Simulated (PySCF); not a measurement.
# How methods differ on the ionisation energy of In

In [Kr] 4d10 5s2 5p1 (2P) → In⁺ [Kr] 4d10 5s2 (1S), as a difference of total energies. Computed with PySCF 2.14 in x2c-SVPall, with the spin-free X2C one-electron Hamiltonian (Gaussian nucleus). Correlated levels: valence: [Kr] 4d10 frozen. The calculations carry no spin-orbit coupling.

| method | ionisation energy (eV) |
| --- | --- |
| UHF | 5.163 |
| r2SCAN | 5.711 |
| BP86 | 5.716 |
| MP2 (valence) | 5.277 |
| SCS-MP2 (valence) | 5.259 |
| CCSD (valence) | 5.330 |
| CCSD(T) (valence) | 5.340 |

How much does correlation contribute at CCSD(T) (valence)?

5.340 − (5.163) = 0.177 eV, measured against UHF.

Errors of the correlated levels include the incompleteness of this basis and the frozen core.

For comparison: 5.603 eV (measured; NIST levels, between the centres of gravity of the two terms).
